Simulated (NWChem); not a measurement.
System: AgH₃O; SMILES [OH2]->[AgH]

NWChem input:

```
start job
memory heap 200 mb stack 900 mb global 1100 mb
geometry units angstroms noautoz
  Ag     0.001313    -0.296693    -0.054577
  H      0.008077    -1.893236     0.057982
  O     -0.008254     1.964401    -0.153109
  H     -0.780985     2.303980     0.339252
  H      0.761770     2.310501     0.338952
end
basis spherical
  * library def2-svp
end
ecp
  Ag library def2-ecp
end
dft
  xc m06-l
  grid fine
  iterations 150
  mulliken
end
task dft gradient
```

Parts of the log:

```
             Northwest Computational Chemistry Package (NWChem) 7.3.0
             --------------------------------------------------------

 CS  symmetry detected

                             Geometry "geometry" -> ""
                             -------------------------

 Output coordinates in angstroms (scale by  1.889725989 to convert to a.u.)

  No.       Tag          Charge          X              Y              Z
 ---- ---------------- ---------- -------------- -------------- --------------
    1 Ag                  47.0000    -0.00838232    -0.37405362     0.00000000
    2 H                    1.0000     0.07660457    -1.97231582     0.00000000
    3 O                    8.0000    -0.06787455     1.88842441     0.00000000
    4 H                    1.0000     0.43018034     2.22272032    -0.77138441
    5 H                    1.0000     0.43018034     2.22272032     0.77138441

 Effective nuclear repulsion energy (a.u.)     131.9300913854

      Symmetry information
      --------------------

 Group name             Cs
 Group number              2
 Group order               2
 No. of unique centers     4

                                 NWChem DFT Module
                                 -----------------

 Summary of "ao basis" -> "ao basis" (spherical)
 ------------------------------------------------------------------------------
       Tag                 Description            Shells   Functions and Types
 ---------------- ------------------------------  ------  ---------------------
 Ag                         def2-svp                11       31   5s3p2d1f
 H                          def2-svp                 3        5   2s1p
 O                          def2-svp                 6       14   3s2p1d

      Symmetry analysis of basis
      --------------------------

        a'         40
        a"         20

            General Information
            -------------------
          SCF calculation type: DFT
          Wavefunction type:  closed shell.
          No. of atoms     :     5
          No. of electrons :    30
           Alpha electrons :    15
            Beta electrons :    15
          Charge           :     0
          Spin multiplicity:     1
          Use of symmetry is: on ; symmetry adaption is: on
          Maximum number of iterations: 150
          AO basis - number of functions:    60
                     number of shells:    26
          Convergence on energy requested:  1.00D-06
          Convergence on density requested:  1.00D-05
          Convergence on gradient requested:  5.00D-04

              XC Information
              --------------
                        M06-L Method XC Functional
                         M06-L Exchange Functional  1.000
                       M06-L Correlation Potential  1.000

             Grid Information
             ----------------
          Grid used for XC integration:  fine
          Radial quadrature: Mura-Knowles
          Angular quadrature: Lebedev.
          Tag              B.-S. Rad. Rad. Pts. Rad. Cut. Ang. Pts.
          ---              ---------- --------- --------- ---------
          Ag                  1.60      141          10.0       974
          H                   0.35       60          11.0       590
          O                   0.60       70          11.0       590
          Grid pruning is: on
          Number of quadrature shells:   331
          Spatial weights used:  Erf1

      Superposition of Atomic Density Guess
      -------------------------------------

 Sum of atomic energies:        -243.84553088

      Non-variational initial energy
      ------------------------------

 Total energy =    -222.212766
 1-e energy   =    -481.047299
 2-e energy   =     199.334679
 HOMO         =      -0.400780
 LUMO         =      -0.041105

      Symmetry analysis of molecular orbitals - initial
      -------------------------------------------------

  Numbering of irreducible representations:

     1 a'          2 a"

  Orbital symmetries:

     1 a'          2 a'          3 a'          4 a"          5 a'
     6 a'          7 a"          8 a'          9 a'         10 a"
    11 a'         12 a"         13 a'         14 a'         15 a'
    16 a'         17 a"         18 a'         19 a'         20 a'
    21 a"         22 a'         23 a'         24 a"         25 a'

     ---------------------------------------------
      Total Density - Mulliken Population Analysis
     ---------------------------------------------

    Atom       Charge   Shell Charges
 -----------   ------   -------------------------------------------------------
    1 Ag  19    19.15  -0.49  1.69  0.81  0.85  0.23  5.98  0.11  0.05  9.32  0.61  0.00
    2 H    1     1.01   0.58  0.42  0.01
    3 O    8     8.54   1.99  1.08  0.60  2.98  1.87  0.00
    4 H    1     0.65   0.52  0.08  0.06
    5 H    1     0.65   0.52  0.08  0.06

   convergence    iter        energy       DeltaE   RMS-Dens  Diis-err
 ---------------- ----- ----------------- --------- --------- ---------
 d= 0,ls=0.0,diis     1   -223.9055915352 -2.83D+02  4.45D-02  7.05D-01
 d= 0,ls=0.0,diis     2   -223.4397594690  4.66D-01  3.19D-02  5.18D+00
 d= 0,ls=0.0,diis     3   -224.0081045150 -5.68D-01  1.20D-02  3.39D-02
 d= 0,ls=0.0,diis     4   -224.0133852885 -5.28D-03  1.08D-02  3.99D-02
 d= 0,ls=0.0,diis     5   -223.9447118079  6.87D-02  1.37D-02  7.86D-02
  Resetting Diis
 d= 0,ls=0.0,diis     6   -223.9770987443 -3.24D-02  5.24D-03  2.42D-02
 d= 0,ls=0.0,diis     7   -223.9851969756 -8.10D-03  1.36D-02  1.46D-02
 d= 0,ls=0.0,diis     8   -223.9977667208 -1.26D-02  3.10D-03  6.03D-03
 d= 0,ls=0.0,diis     9   -223.9985526093 -7.86D-04  1.64D-03  4.63D-03
 d= 0,ls=0.0,diis    10   -223.9991156417 -5.63D-04  3.94D-04  2.43D-04
 d= 0,ls=0.0,diis    11   -223.9991477091 -3.21D-05  2.22D-04  6.81D-05
 d= 0,ls=0.0,diis    12   -223.9991568274 -9.12D-06  3.16D-05  4.88D-07
 d= 0,ls=0.0,diis    13   -223.9991569234 -9.61D-08  9.10D-06  1.92D-07

         Total DFT energy =     -223.999156923436
      One electron energy =     -484.959086224142
           Coulomb energy =      225.344496527644
    Exchange-Corr. energy =      -23.884421451878
 Nuclear repulsion energy =       59.499854224940

 Numeric. integr. density =       29.999999409259

                  Occupations of the irreducible representations
                  ----------------------------------------------

                     irrep           alpha         beta
                     --------     --------     --------
                     a'               11.0         11.0
                     a"                4.0          4.0

                       DFT Final Molecular Orbital Analysis
                       ------------------------------------

 Vector   13  Occ=2.000000D+00  E=-2.570722D-01  Symmetry=a"
              MO Center= -7.7D-03, -3.7D-01, -1.3D-14, r^2= 6.8D-01
   Bfn.  Coefficient  Atom+Function         Bfn.  Coefficient  Atom+Function
  ----- ------------  ---------------      ----- ------------  ---------------
    18      0.912814  1 Ag d  1              23      0.183518  1 Ag d  1
    16      0.026149  1 Ag d -1

 Vector   14  Occ=2.000000D+00  E=-2.569182D-01  Symmetry=a'
              MO Center= -9.7D-03, -3.6D-01,  3.2D-15, r^2= 7.1D-01
   Bfn.  Coefficient  Atom+Function         Bfn.  Coefficient  Atom+Function
  ----- ------------  ---------------      ----- ------------  ---------------
    17      0.711512  1 Ag d  0              19     -0.468122  1 Ag d  2
    15      0.324700  1 Ag d -2              22      0.143036  1 Ag d  0
    24     -0.093781  1 Ag d  2              20      0.062627  1 Ag d -2
    40     -0.044066  3 O  px                43     -0.030763  3 O  px
    41      0.028429  3 O  py

 Vector   15  Occ=2.000000D+00  E=-1.866804D-01  Symmetry=a'
              MO Center=  4.3D-02, -9.9D-01,  1.5D-14, r^2= 2.2D+00
   Bfn.  Coefficient  Atom+Function         Bfn.  Coefficient  Atom+Function
  ----- ------------  ---------------      ----- ------------  ---------------
     4      0.504947  1 Ag s                 19      0.399822  1 Ag d  2
     2     -0.321701  1 Ag s                 32      0.271164  2 H  s
    33      0.251905  2 H  s                 17      0.224464  1 Ag d  0
     1      0.151664  1 Ag s                  5      0.148600  1 Ag s
     3     -0.140155  1 Ag s                 24      0.091074  1 Ag d  2

 Vector   16  Occ=0.000000D+00  E=-3.818862D-02  Symmetry=a'
              MO Center=  3.6D-01,  1.1D+00,  2.2D-15, r^2= 5.4D+00
   Bfn.  Coefficient  Atom+Function         Bfn.  Coefficient  Atom+Function
  ----- ------------  ---------------      ----- ------------  ---------------
    39      0.558193  3 O  s                  5     -0.474599  1 Ag s
    13     -0.436333  1 Ag py                52     -0.293353  4 H  s
    57     -0.293353  5 H  s                 38      0.226355  3 O  s
    19      0.198076  1 Ag d  2              33      0.171414  2 H  s
    32      0.155726  2 H  s                 40      0.148312  3 O  px

[...]

                         DFT ENERGY GRADIENTS

    atom               coordinates                        gradient
                 x          y          z           x          y          z
   1 Ag     -0.015840  -0.706859   0.000000    0.000708  -0.002736   0.000000
   2 H       0.144762  -3.727136   0.000000   -0.000308   0.004599   0.000000
   3 O      -0.128264   3.568605   0.000000   -0.011613  -0.007547   0.000000
   4 H       0.812923   4.200332  -1.457705    0.005606   0.002842  -0.009080
   5 H       0.812923   4.200332   1.457705    0.005606   0.002842   0.009080
```

Level: M06-L/def2-SVP with def2 effective core potentials on Ag. Structure relaxed at the PBE-D3(BJ)/def2-SVP level. def2 effective core potentials on Ag; no spin-orbit coupling.
